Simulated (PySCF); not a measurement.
CH2NS, SMILES N[C]=S, multiplicity 2.

The structure is a stationary point at r2SCAN-D4/def2-TZVP. The isomer is the one that the SMILES or the coordinates give; other isomers of the formula were not compared. The values are those of a single conformer.

The numbers are results of CAM-B3LYP/def2-TZVPD (PySCF), not measurements.

Isolated molecule, no solvent.

Computed frontier levels, dipole moment and polarisability:
The α spin, highest occupied and lowest empty level is -7.00 and 0.31 eV. The β spin, highest occupied and lowest empty level is -8.68 and -1.16 eV, the dipole moment is 3.69 D and the quadrupole, principal values (traceless, Buckingham form, about the centre of nuclear charge) is -4.83, -2.26, 7.09 D·Å. The mean static polarisability comes out as 46.4 bohr³ (6.88 Å³). The polarisability, principal values is 32.6, 39.8, 66.9 bohr³ and the ⟨S²⟩ comes out as 0.757 (pure state 0.75).
